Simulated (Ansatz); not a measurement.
```yaml
crystal:
  periodic: [false, false, false]
  atoms:
    - {symbol: C, position_ang: [-1.688364, -2.749671, -0.832056]}
    - {symbol: C, position_ang: [-0.649977, -1.888014, -0.147368]}
    - {symbol: N, position_ang: [-0.881688, -0.496484, -0.438147]}
    - {symbol: C, position_ang: [-0.014707, 0.488858, -0.017739]}
    - {symbol: C, position_ang: [-0.121693, 1.779477, -0.551858]}
    - {symbol: C, position_ang: [0.709429, 2.793936, -0.121472]}
    - {symbol: C, position_ang: [1.671734, 2.558995, 0.853765]}
    - {symbol: C, position_ang: [1.784163, 1.284838, 1.383872]}
    - {symbol: C, position_ang: [0.959172, 0.254700, 0.957151]}
    - {symbol: H, position_ang: [-2.695370, -2.474790, -0.510311]}
    - {symbol: H, position_ang: [-1.634821, -2.641572, -1.919460]}
    - {symbol: H, position_ang: [-1.528983, -3.803071, -0.596990]}
    - {symbol: H, position_ang: [0.360385, -2.201401, -0.454107]}
    - {symbol: H, position_ang: [-0.708610, -2.040016, 0.936065]}
    - {symbol: H, position_ang: [-1.309572, -0.320913, -1.332656]}
    - {symbol: H, position_ang: [-0.874935, 1.978150, -1.308285]}
    - {symbol: H, position_ang: [0.604784, 3.783340, -0.553073]}
    - {symbol: H, position_ang: [2.321995, 3.356975, 1.190344]}
    - {symbol: H, position_ang: [2.530895, 1.078741, 2.142981]}
    - {symbol: H, position_ang: [1.074361, -0.732579, 1.385746]}
basis:
  gaussian: {orbitals: x2c-TZVPPall, fitting: {mean_field: def2-universal-jkfit}}
hamiltonian: {xc: {name: HF}}
correlation: {method: mp2, frozen_orbitals: {C: 9}}
output: {forces: true}
```

```sh
$ ansatz run in.yaml --threads 2 --pin off --events-out ev --progress --plain --max-ram 22528MiB --backend cuda --devices 0, --max-vram 18GiB
```

Output, abridged:

```
Functional definition: HF
Error: "frozen_orbitals" has no count for N
```

Task: What is wrong with this run?

Result: Frozen orbitals are typed for one element alone, and the program wants a count for each. The program refused the input.
